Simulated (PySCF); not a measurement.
Nd: excitation energy

Nd [Xe] 4f4 6s2 (high-spin determinant) → Nd [Xe] 4f4 5d2 (high-spin determinant), as a difference of total energies. Calculation: PySCF 2.14, in ANO-RCC-VTZP (8s7p5d3f2g1h, 104 functions); scalar relativity by spin-free X2C-1e. Correlated levels: valence: [Kr] 4d10 frozen; valence and next inner shell: [Ar] 3d10 frozen. The calculations carry no spin-orbit coupling.

```csv
method,excitation energy (eV)
UHF,2.960
LDA,3.004
PBE,2.742
PBE0,2.703
r2SCAN,2.335
MP2 (valence),3.146
SCS-MP2 (valence),3.440
MP2 (valence and next inner shell),3.233
SCS-MP2 (valence and next inner shell),3.504
```

Question: How much does correlation contribute at MP2 (valence and next inner shell)?

Answer: 3.233 − (2.960) = 0.273 eV, measured against UHF.

A first-order spin-orbit estimate (lowest level to lowest level, LS coupling) adds -0.072 eV.

In the upper state the promoted electron has a positive orbital energy at LDA, PBE, r2SCAN, so the basis confines it.

The determinant of the upper state and of the lower state mixes LS terms, which raises its energy above the lowest term, most at the Hartree-Fock and MP2 levels.
